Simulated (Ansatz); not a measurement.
One change: `[OH][In]([SH])[O][SiH3]` becomes `[NH2][In]([SH])[O][SiH3]`.

Ansatz, PBE0-D4/def2-TZVP geometries, multiplicity 1. Each molecule was computed in one conformer, which needn't be the lowest.

Elements past krypton have def2 core potentials.

```csv
property,`[OH][In]([SH])[O][SiH3]`
HOMO–LUMO gap (PBE/def2-TZVPP) / eV,3.84
HOMO–LUMO gap (PBE0/def2-TZVPP) / eV,6.01
HOMO–LUMO gap (ωB97M-V/def2-TZVPP) / eV,10.08
HOMO energy (PBE0/def2-TZVPP) / eV,-8.04
size of the dipole moment (ωB97M-V/def2-TZVPP) / D,0.42
LUMO energy (PBE/def2-TZVPP) / eV,-2.93
```

(1) Give the same properties after the change, and the shifts. (An estimate is asked.)

Answers

(1) Ansatz gave: 
```json
{"property": "HOMO–LUMO gap (PBE/def2-TZVPP) / eV", "`[NH2][In]([SH])[O][SiH3]`": "3.80", "shift": "-0.04"}
{"property": "HOMO–LUMO gap (PBE0/def2-TZVPP) / eV", "`[NH2][In]([SH])[O][SiH3]`": "6.01", "shift": "0.00"}
{"property": "HOMO–LUMO gap (ωB97M-V/def2-TZVPP) / eV", "`[NH2][In]([SH])[O][SiH3]`": "10.06", "shift": "-0.02"}
{"property": "HOMO energy (PBE0/def2-TZVPP) / eV", "`[NH2][In]([SH])[O][SiH3]`": "-7.61", "shift": "0.43"}
{"property": "size of the dipole moment (ωB97M-V/def2-TZVPP) / D", "`[NH2][In]([SH])[O][SiH3]`": "1.97", "shift": "1.55"}
{"property": "LUMO energy (PBE/def2-TZVPP) / eV", "`[NH2][In]([SH])[O][SiH3]`": "-2.49", "shift": "0.44"}
```

Dipoles are sizes alone; their direction can turn.
